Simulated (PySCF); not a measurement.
**Spin–spin couplings to the heavy atom in `InChI=1S/C2H9BGe/c1-3(2)4/h1-2,4H3`**

Geometry (Å), atoms numbered from 1 in this order:
```xyz
13

C    -1.092    2.310   -0.244
B    -0.781    0.782   -0.115
C    -1.884   -0.328   -0.050
Ge    1.210    0.173    0.002
H    -0.652    2.850    0.614
H    -2.160    2.565   -0.315
H    -0.565    2.728   -1.122
H    -1.809   -0.845    0.925
H    -2.915    0.036   -0.171
H    -1.692   -1.120   -0.796
H     2.224    1.337    0.028
H     1.591   -0.725   -1.199
H     1.469   -0.679    1.266
```

[PySCF integrals, density fitting: indirect couplings; PBE0/pcJ-1 (dyall-v2z on Ge), isolated molecule, finite nuclei, structure from PBE0-D3(BJ)/def2-SVP]

Non-relativistic values:
```json
{"coupling": "1J(73Ge,11B)", "atoms": "Ge4 – B2", "J (Hz)": "-29.9"}
{"coupling": "1J(73Ge,1H)", "atoms": "Ge4 – H11/H12/H13", "J (Hz)": "-71.4"}
{"coupling": "2J(73Ge,13C)", "atoms": "Ge4 – C1/C3", "J (Hz)": "-4.4"}
{"coupling": "3J(73Ge,1H)", "atoms": "Ge4 – H5/H6/H7/H8/H9/H10", "J (Hz)": "-2.6"}
```

What do two-component X2C with spin–orbit coupling give?

## Answers


| coupling | atoms | with spin–orbit (Hz) |
| --- | --- | --- |
| 1J(73Ge,11B) | Ge4 – B2 | -32.2 |
| 1J(73Ge,1H) | Ge4 – H11/H12/H13 | -77.5 |
| 2J(73Ge,13C) | Ge4 – C1/C3 | -5.0 |
| 3J(73Ge,1H) | Ge4 – H5/H6/H7/H8/H9/H10 | -3.0 |

The largest listed coupling, 1J(73Ge,1H), ends at 1.09 times its non-relativistic value. Equivalent partners are averaged, as under fast rotation. In the static structure 3J(73Ge,1H) spreads over -0.3, -8.3, -0.4, 0.0, -8.0, -0.7 Hz.
